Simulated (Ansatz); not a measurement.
IIn, SMILES `[In][I]` at its PBE0-D4/def2-TZVP geometry, where that method's forces vanish. The species carries charge 0 and has multiplicity 1. In, I takes the def2 core potential.

```xyz
2

In   -0.9361    0.9698    0.3210
I     0.9361   -0.9698   -0.3210
```

Q: What forces (eV/Å) does r2SCAN-D4/def2-TZVPP give on these atoms in the Gaussian-basis code of Ansatz? (Best estimate.)

A: Ansatz gave: 
```
In1  0.018 -0.019 -0.006
I2  -0.018  0.019  0.006
```
